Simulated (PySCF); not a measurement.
Assignment exercise: C5H15NSi2

Bonds: C1-C2, C2-C3, C2-C4, C4-N5, C2-Si6, Si6-C7, C7-Si8. C1 carries H9, H10, H11; C3 carries H12, H13, H14; C4 carries H15; N5 carries H16; Si6 carries H17, H18; C7 carries H19, H20; Si8 carries H21, H22, H23.

[PySCF: NMR shieldings at PBE0/pcSseg-1/GIAO; GFN2-xTB geometry; gas phase; non-relativistic; one computed conformer; fast rotation and ring inversion assumed for equivalent nuclei]

Referencing at the same level of theory: TMS for 13C (σ = 186.93 ppm), 1H (σ = 31.72 ppm).

**Question.** Assign these signals to the numbered atoms. 13C{1H} NMR (computed): δ 183.4, 35.4, 23.1, -17.9.

**Answer.** 
183.4 → C4, carbon bonded to C, N, H
35.4 → C2, carbon bonded to 3 C, Si
23.1 → C1/C3, carbon bonded to C, 3 H
-17.9 → C7, carbon bonded to 2 Si, 2 H

**Question.** Assign these signals to the numbered atoms. 1H NMR (400 MHz, computed): δ 10.51 (br s, 1H), 8.42 (s, 1H), 3.93 (t, 2H), 3.91 (t, 3H), 1.30 (s, 6H), 0.08 (m, 2H).

**Answer.** 
| δ (ppm) | atoms | environment | reason |
| --- | --- | --- | --- |
| 10.51 | H16 | hydrogen on a nitrogen bonded to C | – |
| 8.42 | H15 | hydrogen on a carbon bonded to C, N | – |
| 3.93 | H17/H18 | hydrogen on a silicon bonded to 2 C | – |
| 3.91 | H21/H22/H23 | hydrogen on a silicon bonded to C | – |
| 1.30 | H9/H10/H11/H12/H13/H14 | hydrogen on a carbon bonded to C | – |
| 0.08 | H19/H20 | hydrogen on a carbon bonded to 2 Si | – |

H17/H18 and H21/H22/H23 lie closer than the usual error of such a calculation, so a measured spectrum could show them in the other order.

OH/NH shifts are gas-phase values; hydrogen bonding in solution moves them, usually downfield. Shifts are as computed. Against solution values, carbons near 30 ppm lie about +3 ppm off and those near 130 ppm about +5 ppm. Of 1211 compounds with measured shifts, 218 miss one by over three times the rms of a fit or turn the order of signals round; such compounds aren't used in these exercises. Multiplicities follow the n + 1 count of equivalent neighbours, as no J values were calculated; m marks all less simple cases, F and P coupling included.
